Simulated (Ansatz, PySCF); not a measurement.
ISn, doublet, at a GFN2-xTB geometry (such geometries of metal compounds can be far from the true shape) (the spin is typed, not shown lowest) (all electrons, no relativity). Base run: B3LYP/STO-3G (PySCF).

Here is a job for PySCF.
```python
from pyscf import gto, scf, dft

mol = gto.Mole()
mol.atom = '''
    Sn   -0.00000000   -0.00000000   -1.39442545
    I     0.00000000    0.00000000    1.31549570
'''
mol.basis = 'sto-3g'
mol.spin = 1
mol.verbose = 3
mol.build()

mf = dft.UKS(mol)
mf.xc = 'b3lyp'
mf.kernel()
```

The same geometry, method and basis name were run in Ansatz (a program for electronic structure) and PySCF, at each program's defaults and at the settings that a row names. The base is PySCF at its defaults. Differences at the defaults can come from grids, fitting, cores and function types together.

| code and settings | ΔE vs base (mEh) | basis functions | E (Eh) | SCF cycles | dipole (D) |
|---|---|---|---|---|---|
| PySCF, defaults (exact integrals, its default grid, spherical functions) | 0.000 | 54 | -12818.14014 | 8 | 2.36 |
| Ansatz, defaults (factorised integrals, its default grid, spherical functions) | -0.013 | 54 | -12818.14016 | - | - |
| PySCF, fine grid | -0.015 | 54 | -12818.14016 | 8 | 2.36 |
| Ansatz, high accuracy | -0.014 | 54 | -12818.14016 | - | - |

Open shells are given as the SCF converged; they aren't shown to be the lowest states, and a large step between rows can be another state.
